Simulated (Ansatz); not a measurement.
C3H6BBr can be A, `CC1CB1Br`, or B, `CB/C=C/Br`.

Gas-phase electronic energies from Ansatz, PBE0-D4/def2-TZVP geometries. CCSD(T)/CBS is the MP2 limit (def2-TZVPP, def2-QZVPP) plus CCSD(T) − MP2 in def2-TZVPP, frozen cores. Functionals use def2-TZVPP. B3LYP here is the variant with VWN-RPA as its local correlation; programs differ in this. For Br outer-core shells are correlated without core-valence functions, which leaves a few kJ/mol of doubt a bond. Scalar relativity is left out up to krypton. Each species was taken in one conformer, which may not be the lowest.

A:

```xyz
11

C    -0.828    1.145    0.169
C     0.008    0.105   -0.536
C     0.086   -1.343    0.042
B     1.302   -0.442    0.034
Br    3.088   -0.154    0.524
H    -0.701    1.088    1.253
H    -1.892    1.013   -0.046
H    -0.541    2.154   -0.139
H    -0.077    0.127   -1.622
H    -0.016   -2.166   -0.660
H    -0.429   -1.526    0.983
```

B:

```xyz
11

C    -0.629    1.329   -0.625
B    -0.599    0.436    0.653
C     0.222   -0.864    0.817
C     0.986   -1.322   -0.173
Br    2.019   -2.886   -0.078
H    -1.666    1.437   -0.963
H    -0.320    2.347   -0.356
H    -0.026    1.004   -1.475
H    -1.266    0.784    1.590
H     0.193   -1.431    1.744
H     1.085   -0.835   -1.135
```

Which isomer does CCSD(T)/CBS put lower? Give the gap. (Estimate.)

Computed: A, by 27.2 kJ/mol.

Give E(B) − E(A) in kJ/mol with r2SCAN-D4, CCSD(T)/def2-TZVPP, PBE-D4, B3LYP-D4, HF/def2-TZVPP, B3LYP, B2PLYP. (Estimate.)

The calculation gave: r2SCAN-D4 32.3, CCSD(T)/def2-TZVPP 25.2, PBE-D4 31.7, B3LYP-D4 16.1, HF/def2-TZVPP 14.5, B3LYP 15.6, B2PLYP 20.3. None reverses the order clearly.

Largest T1 diagnostic: 0.010.

In def2-TZVPP, CCSD(T) changes the Hartree–Fock value by +10.7 kJ/mol (the triples alone add −2.3 kJ/mol) and MP2 by +20.0 kJ/mol. From PBE to PBE0 (25 % exact exchange), in def2-TZVPP and without D4, E(B) − E(A) moves by +9.4 kJ/mol.
